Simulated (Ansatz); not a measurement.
Ansatz results at the PBE0-D4/def2-TZVP geometry: HOMO energy (B3LYP/def2-TZVPP) -7.20 eV; size of the dipole moment (ωB97M-V/def2-TZVPP) 2.28 D; LUMO energy (B3LYP/def2-TZVPP) -2.43 eV.

Each molecule was computed in one conformer, which needn't be the lowest.

Task: Which molecule gave them?
A. `COCBC=N`
B. `OC1(F)NB1[SiH3]`
C. `[OH][Ge]1([F])[CH2][S]1`
D. `BB(C)O`

Result: A. The others give `[OH][Ge]1([F])[CH2][S]1`: -7.21, 2.43, -1.52; `BB(C)O`: -7.49, 0.99, -2.13; `OC1(F)NB1[SiH3]`: -7.26, 1.19, -1.19.

B3LYP here is the variant with VWN-RPA as its local correlation; programs differ in this.
